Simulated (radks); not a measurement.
Q: The mean radii <r> (bohr) of the occupied orbitals of an atom or ion are listed with their occupations. Calculated with a radial shooting solver on a logarithmic mesh with Libxc functionals: scalar-relativistic Kohn-Sham, r2SCAN, spin-unpolarised, spherical densities, finite nucleus; meta-GGA in the generalised Kohn-Sham scheme; Fermi nuclear charge, rms radius of each element as measured or else 0.836 A^(1/3) + 0.57 fm.

orbital  occ.      <r>
1s          2  0.05197
2s          2   0.2230
2p          3   0.1931
3p          1   0.5215

Name the element and its charge.

A: Z = 29, copper, charge +21: Cu21+ in [He] 2s2 2p3 3p1. The 1s radius gives Z: for a bare nucleus <r> = (2 gamma + 1)/(2Z) with gamma = sqrt(1 - (Z/c)^2), 0.05094 bohr for Z = 29, and screening makes it slightly larger (0.05197 here). The occupations add up to 8, and the charge is Z minus that.
